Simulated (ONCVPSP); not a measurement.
**Which change was made? (O, ONCV)**

| Item | Value |
| --- | --- |
| Element | oxygen |
| Generator | ONCVPSP 4.0.1 |
| Type | optimised norm-conserving Vanderbilt (ONCV) |
| Functional | LDA (Perdew-Zunger) |
| Relativity | fully relativistic |
| Frozen core | [He] |
| Valence charge | 6 |
| Reference configuration | 2s2 2p3.5 (charge +0.5) |
| Partial waves | 2s: rc 0.90 bohr, ncon 3, nbas 6, qcut 7.8 1/bohr, 3 projectors, debl 2.4 Ha; 2p: rc 2.05 bohr, ncon 3, nbas 8, qcut 7.7 1/bohr, 1 projector |
| Local potential | polynomial inside 0.75 bohr (lpopt 5, dvloc0 0 Ha) |
| Core correction | Teter function, fcfact 3, rcfact 1 |

Open shells are filled in proportion to 2j + 1.

Cutoffs, loose and tight: the cutoffs (Ha) at which the residual kinetic energy of the hardest occupied pseudo-wave falls to 1 and 0.1 mHa per electron. They do not see the model core or the augmentation charge, which bear on the density cutoff. Test errors are all-electron minus pseudo excitation energies from the reference, over the configurations 2s2 2p4; 2s2 2p3; 2s2 2p2; 2s2 2p0; variants that change the core or the reference have their own tests.

The base gives: outcome: generated; cutoff, loose: 32 Ha; cutoff, tight: 110 Ha; bound ghosts: none; GHOST(+) flags above zero: s; largest test error (meV): +6231.

Question: After one change the result is: outcome: generated; bound ghosts: s; GHOST(+) flags above zero: none; largest test error (meV): +6313. Which change was it?
A. s: qcut 6.5
B. s: qcut 7.5
C. s: qcut 4.9

Answer: C. The others give: s: qcut 7.5 → outcome: generated; cutoff, loose: 42 Ha; cutoff, tight: 114 Ha; bound ghosts: none; GHOST(+) flags above zero: s; largest test error (meV): +6259 | s: qcut 6.5 → outcome: generated; cutoff, loose: 90 Ha; cutoff, tight: 154 Ha; bound ghosts: none; GHOST(+) flags above zero: s; largest test error (meV): +6286.
